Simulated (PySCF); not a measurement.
Species: C3H3ClN2O.
Numbering: `[CH3:1][c:2]1[n:3][n:4][c:5]([Cl:6])[o:7]1` (hydrogens: H8, H9, H10 on C1)

Geometry (GFN2-xTB, Å), atoms numbered from 1 in this order:
```
atom  x, y, z in Å
C1    -1.647    0.090    0.481
C2    -0.211   -0.181    0.285
N3     0.372   -1.328    0.184
N4     1.692   -1.107    0.014
C5     1.849    0.173    0.019
Cl6    3.274    1.038   -0.152
O7     0.684    0.839    0.187
H8    -2.029    0.689   -0.344
H9    -2.176   -0.856    0.529
H10   -1.798    0.647    1.404
```

Method used: PySCF 2.14.0, density-fitted response routines, TDDFT CAM-B3LYP/def2-SVPD, vertical, gas phase, core orbitals frozen in the response.

Computed states:

```tsv
state	E (eV)	f
S1	5.92	0.0001
S2	6.44	0.309
S3	6.97	0.014
S4	7.13	0.0019
S5	7.46	0.0002
S6	7.50	0.0000
S7	7.67	0.053
S8	7.90	0.011
```

Each state is given a Gaussian of 0.25 eV full width at half maximum, with ε(max) = 2.175×10⁸ f / Δν̃ (Δν̃ the width in cm⁻¹). The cross-section is σ = 3.8235×10⁻²¹ ε cm², given in Mb (10⁻¹⁸ cm²). The width is an assumption, not a result. The curve ends short of the highest state used, and states not computed would add to its high-energy end.

(1) What does the envelope look like, and where are its maxima?

(2) Coming from long wavelengths, where does ε first pass 100 L mol⁻¹ cm⁻¹?

(3) On this curve, what absorbance would a 10⁻⁴ mol/L sample give at 193 nm over a 1 cm path?

## Answers

(1) 
(E (eV), σ (Mb)): (5.54, 0.00), (5.58, 0.00), (5.62, 0.00), (5.66, 0.00), (5.71, 0.01), (5.75, 0.02), (5.79, 0.03), (5.83, 0.04), (5.87, 0.05), (5.91, 0.05), (5.95, 0.05), (5.99, 0.06), (6.03, 0.11), (6.07, 0.33), (6.12, 1.45), (6.16, 4.15), (6.20, 10.36), (6.24, 22.45), (6.28, 42.20), (6.32, 68.85), (6.36, 97.45), (6.40, 119.68), (6.44, 127.53), (6.48, 117.91), (6.53, 87.56), (6.57, 58.82), (6.61, 34.30), (6.65, 17.41), (6.69, 7.81), (6.73, 3.40), (6.77, 2.04), (6.81, 2.30), (6.85, 3.36), (6.89, 4.66), (6.94, 5.88), (6.98, 6.12), (7.02, 5.61), (7.06, 4.58), (7.10, 3.37), (7.14, 2.28), (7.18, 1.45), (7.22, 0.87), (7.26, 0.51), (7.30, 0.33)

Maxima: 209 nm (5.93 eV), ε about 14, made up of S1 (98%) (hardly more than a shoulder); 193 nm (6.44 eV), ε about 33000, made up of S2 (100%); 178 nm (6.97 eV), ε about 1600, made up of S3 (96%) (ε in L mol⁻¹ cm⁻¹; maxima over ε = 5, shares over 10%).

(2) At about 204 nm (6.08 eV), 0.16 eV above S1.

(3) 193 nm is 6.424 eV, where ε is about 33000 L mol⁻¹ cm⁻¹, so A = ε c l ≈ 3.3 (Beer–Lambert, with the gas-phase spectrum and the assumed width).

The run took 23 s of wall time on one thread, Arm Neoverse V1 (aarch64), on a shared host, and the process peaked at 0.74 GiB of memory.
